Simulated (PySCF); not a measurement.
GaCl₂I, SMILES [Cl][Ga]([Cl])[I].

Coordinates come from a B3LYP-D3(BJ)/def2-SVP optimisation. The def2 effective core potentials stand for the cores of I; spin–orbit coupling is left out.

Method: IEF-PCM-ωB97X/def2-SVP (PySCF).

The values are the electrostatic part of the solvation free energy, E(continuum) − E(gas) at the gas-phase geometry, in a cavity of scaled van der Waals radii (PySCF's table); cavitation and dispersion terms are not included. A continuum can't describe solvent molecules that bind to the metal. In vacuum the orbital gap is 10.16 eV. The dipole moment in vacuum is 0.95 D.

Computed values in water (ε = 78.36), dimethylsulfoxide (ε = 46.83), 1-octanol (ε = 9.86):
| solvent | ε | ΔG(elec) (kcal/mol) | dipole (D) | gap (eV) |
|---|---|---|---|---|
| water | 78.36 | -4.5 | 1.14 | 10.26 |
| dimethylsulfoxide | 46.83 | -4.4 | 1.14 | 10.26 |
| 1-octanol | 9.86 | -3.8 | 1.12 | 10.25 |
